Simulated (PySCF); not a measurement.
Lowest empty level (eV) of eight silicon and germanium compounds: PBE beside CAM-B3LYP, computed with PySCF for isolated molecules in the bases named; differences from unrounded values. The eight are the first of their class met in an unordered collection, after screening for sound electronic states; none was chosen by its value. Each molecule has one DFT geometry for both levels.

```
molecule                                                     basis  CAM-B3LYP    PBE  difference
------------------------------------------------------  ----------  ---------  -----  ----------
Si(F)2(OH)(SeH) (F₂H₂OSeSi), SMILES O[Si](F)(F)[SeH]     def2-TZVP       0.70  -1.19       -1.89
C₃H₆ClFSi, SMILES [SiH2](F)/C=C(\Cl)C                    def2-TZVP       0.26  -1.81       -2.07
Ge(H)(Br)2(Me) (CH4Br2Ge), SMILES [CH3][GeH]([Br])[Br]   def2-TZVP      -0.16  -2.05       -1.89
C₂H₁₁FSi₃, SMILES [SiH2]([SiH2]F)CC[SiH3]                def2-TZVP       0.43  -1.48       -1.91
C4H10Si2, SMILES C[Si@H]1C=CC[SiH2]1                     def2-TZVP       0.83  -1.27       -2.10
C3H7NOSi, SMILES C#CCN[SiH2]O                            def2-TZVP       1.33  -0.65       -1.98
H7NO2Si2, SMILES N[Si@H](O)O[SiH3]                       def2-TZVP       1.27  -0.49       -1.77
Ge(H)2(Me)(NH2) (CH7GeN), SMILES [CH3][GeH2][NH2]       def2-TZVPD       0.75  -0.57       -1.31
```

PBE lies below CAM-B3LYP in 8 and above it in 0 of the eight; the mean signed difference is -1.86 and the largest -2.10 eV.
